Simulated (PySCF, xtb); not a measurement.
Cl₂Re, SMILES [Cl][Re][Cl] (connectivity only; charge and spin as stated), neutral, multiplicity 6.

Harmonic wavenumbers (cm⁻¹) from xtb 6.7.1 with GFN2-xTB at its own minimum, in rising order: 83, 83, 405, 426.

**Question.** What does B3LYP-D3(BJ)/def2-TZVP run with PySCF give at its own minimum? (An estimate is asked for; the answer gives what the named calculation found.)

**Answer.** 57, 57, 358, 376. Paired by order, the mean absolute difference is 37 cm⁻¹ and the zero-point energies are 1.4 and 1.2 kcal/mol.
